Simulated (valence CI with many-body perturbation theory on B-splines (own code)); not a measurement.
**Energy levels of Sb29+**

Method: relativistic CI+MBPT: four valence electrons over a frozen Dirac-Fock core [Ar], radial functions for each j: 7 s, 7 p, 8 d, 6 f, 4 g, 1 h, with the one-electron correlation potential Σ1 (screened to all orders), the two-electron term Σ2, the three-electron term Σ3, Breit, model QED; selected single and double excitations, second order for the rest, scaled by the run's own slope (own B-spline code, finite nucleus).

The last digits are not significant, and no measured levels were compared; by estimate large intervals hold to a few tenths of a per cent, small ones and those within an open d or f shell to about a per cent. Only levels of the ground parity were solved; by the run's estimate the other parity begins above the list, which can be wrong where configurations are misplaced.

Levels 1 to 34 of 34, with energies above the lowest level, (3d3/2^4) J=0. "Leading %" is the weight of the configuration and term that name the level; weights of strongly mixed levels are sums over their largest components and can fall short. In the jj column 3d3/2^4 stands for four electrons in 3d with j = 3/2. Lifetimes count E1, E2, E3, M1 and M2 decay at the calculated energies, and are blank where another channel may lead or the interval is too uncertain; long ones can be off by a factor of two.

```csv
No.,Configuration,Term,J,E (cm⁻¹),Leading %,Lifetime,g,Second component,Leading jj
1,3d4,5D,0,0,48,,,46 % 3d4 3P,3d3/2^4 (89 %)
2,3d4,5D,1,53388,77,193 μs,1.495,23 % 3d4 3P,3d3/2^3 3d5/2 (91 %)
3,3d4,5D,2,88872,83,540 μs,1.433,6 % 3d4 3P,3d3/2^3 3d5/2 (49 %)
4,3d4,5D,3,110040,71,3.01 ms,1.382,15 % 3d4 3F,3d3/2^3 3d5/2 (47 %)
5,3d4,5D,4,112170,36,6.88 s,1.236,31 % 3d4 3F,3d3/2^3 3d5/2 (78 %)
6,3d4,5D,0,159300,50,24.6 μs,,33 % 3d4 3P,3d3/2^2 3d5/2^2 (85 %)
7,3d4,3H,4,168950,46,144 μs,1.092,36 % 3d4 5D,3d3/2^2 3d5/2^2 (72 %)
8,3d4,3G,3,190420,59,84.5 μs,0.951,18 % 3d4 5D,3d3/2^2 3d5/2^2 (56 %)
9,3d4,3F,2,193070,54,51.4 μs,0.906,21 % 3d4 1D,3d3/2^2 3d5/2^2 (61 %)
10,3d4,3H,5,204280,72,219 μs,1.075,27 % 3d4 3G,3d3/2^2 3d5/2^2 (99 %)
11,3d4,3P,1,209900,65,42.2 μs,1.306,19 % 3d4 3D,3d3/2^2 3d5/2^2 (76 %)
12,3d4,3H,6,218000,65,36.5 ms,1.103,35 % 3d4 1I,3d3/2^2 3d5/2^2 (94 %)
13,3d4,3G,4,236900,66,363 μs,1.027,28 % 3d4 1G,3d3/2^2 3d5/2^2 (90 %)
14,3d4,3D,2,243210,45,256 μs,1.190,36 % 3d4 3P,3d3/2^2 3d5/2^2 (84 %)
15,3d4,3D,3,248920,43,,1.174,40 % 3d4 3F,3d3/2^2 3d5/2^2 (75 %)
16,3d4,3F,4,264350,41,37.2 μs,1.163,24 % 3d4 3H,3d3/2 3d5/2^3 (65 %)
17,3d4,3F,3,287260,45,29.5 μs,1.080,26 % 3d4 3G,3d3/2 3d5/2^3 (84 %)
18,3d4,3P,2,290380,34,30.8 μs,1.095,34 % 3d4 1D,3d3/2^2 3d5/2^2 (52 %)
19,3d4,3G,5,305230,72,69.4 μs,1.150,27 % 3d4 3H,3d3/2 3d5/2^3 (99 %)
20,3d4,3D,1,312210,78,21.6 μs,0.716,16 % 3d4 3P,3d3/2 3d5/2^3 (82 %)
21,3d4,1I,6,314720,65,69.9 μs,1.055,35 % 3d4 3H,3d3/2 3d5/2^3 (94 %)
22,3d4,3F,4,337740,53,,1.117,36 % 3d4 1G,3d3/2^2 3d5/2^2 (70 %)
23,3d4,1S,0,344730,65,30.8 μs,,34 % 3d4 3P,3d3/2 3d5/2^3 (82 %)
24,3d4,3P,2,348010,56,42.9 μs,1.264,22 % 3d4 3D,3d3/2^2 3d5/2^2 (53 %)
25,3d4,1F,3,363680,52,,1.074,27 % 3d4 3D,3d3/2 3d5/2^3 (87 %)
26,3d4,3P,2,372540,47,42.6 μs,1.108,39 % 3d4 3F,3d3/2^2 3d5/2^2 (56 %)
27,3d4,1G,4,416050,43,17.1 μs,1.109,42 % 3d4 3F,3d5/2^4 (69 %)
28,3d4,3F,3,425590,73,,1.063,24 % 3d4 1F,3d3/2 3d5/2^3 (98 %)
29,3d4,3P,1,430360,96,26.9 μs,1.467,,3d3/2 3d5/2^3 (94 %)
30,3d4,1D,2,432210,41,26.9 μs,0.971,35 % 3d4 3F,3d5/2^4 (50 %)
31,3d4,3P,0,447640,73,,,25 % 3d4 1S,3d3/2^2 3d5/2^2 (57 %)
32,3d4,1G,4,448380,61,26.9 μs,1.078,31 % 3d4 3F,3d3/2 3d5/2^3 (80 %)
33,3d4,1D,2,530370,84,19.8 μs,0.998,7 % 3d4 3D,3d3/2 3d5/2^3 (44 %)
34,3d4,1S,0,649350,85,9.64 μs,,15 % 3d4 3P,3d5/2^4 (51 %)
```

The ionisation energy to 3d3 4F_3/2 of the next ion comes out as 1698.1 eV (NIST: 1698 ± 4 eV (theoretical)). All 34 levels together are meant to be complete up to 675330 cm⁻¹.
